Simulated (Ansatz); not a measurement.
(H2Ga-mu-H)2 (Ga₂H₆). The state is a singlet with charge 0. Geometry PBE0-D4/def2-TZVP, basis def2-TZVP, Ansatz.

```
run  HOMO (eV)  LUMO (eV)
  A      -8.69      -1.18
  B      -8.29      -1.55
  C      -8.90      -1.02
  D      -7.44      -1.96
  E      -7.48      -2.24
  F     -11.47       0.81
```

LC-ωPBE has ω = 0.4 bohr⁻¹. HSE06 is defined as in plane-wave codes, on full-range PBE exchange.

Q: The runs used HSE06, LC-ωPBE, LDA (SPW92), PBE, PBE0, r2SCAN0. Estimate which is which.

A: A PBE0 (25 % exact exchange); B HSE06 (range-separated); C r2SCAN0 (25 % exact exchange); D PBE (0 % exact exchange); E LDA (SPW92) (0 % exact exchange); F LC-ωPBE (range-separated). Exact exchange lowers occupied and raises empty levels; among semilocal functionals meta-GGAs tend to open the gap a little, and such runs are hard to tell apart. The gap grows from 5.24 eV (LDA (SPW92)) to 12.27 eV (LC-ωPBE).
